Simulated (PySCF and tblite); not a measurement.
Results of a calculation; reference values are marked as such.
**Barrier and rate of a rotation**

System: C6H10OS, numbered as in [CH3:1][CH:2]([CH3:3])[C@@H:4]1[CH2:5][O:6][C:7]1=[S:8].

Motion: rotation about the C2–C4 bond (torsion C1–C2–C4–C5 from -70° to -181°, falling). The path came from a restrained scan, a climbing-image band and a saddle search at GFN2-xTB; energies are PBE0/pcSseg-1 + D3(BJ)//GFN2-xTB, thermal terms GFN2-xTB. Rates follow Eyring's equation with the number of equivalent paths and no tunnelling. Run with tblite and PySCF.

```csv
point,symmetry,E(GFN2) kcal/mol,E(DFT) kcal/mol,ZPE change kcal/mol,lowest mode cm⁻¹,dipole D
start,C1,0.0,0.0,0.00,66,4.32
saddle,C1,3.2,5.2,0.07,58i,4.32
end,C1,0.7,0.4,0.04,63,4.25
```

* Electronic barrier: 5.2 kcal/mol
* Barrier with zero-point energy: 5.3 kcal/mol
* ΔH‡ (298 K): 4.7 kcal/mol
* ΔS‡ (298 K, symmetry apart): -4.4 cal/(mol K)
* Paths: 1 equivalent path
* End point: a different minimum
* Mean lifetime of the start against this motion at 298 K: 3.9 ns
* Cost: 110 s on 1 thread of Intel Xeon Platinum 8488C (shared host) (rough), peak memory 0.87 GiB, launched as `OMP_NUM_THREADS=1 python ens_run.py task.json out`

```csv
T/K,ΔG‡ kcal/mol,k s⁻¹,ΔG kcal/mol,k back s⁻¹
150,5.5,2.7×10⁴,0.4,1.1×10⁵
200,5.7,2.7×10⁶,0.4,8.1×10⁶
250,5.8,4.2×10⁷,0.5,1.1×10⁸
298,6.0,2.6×10⁸,0.5,5.8×10⁸
350,6.2,1×10⁹,0.5,2.2×10⁹
400,6.3,2.8×10⁹,0.5,5.6×10⁹
500,6.7,1.2×10¹⁰,0.6,2.2×10¹⁰
```

ΔG and ΔG‡ leave out symmetry numbers and mirror images; rates count paths: 1 out, 1 back.
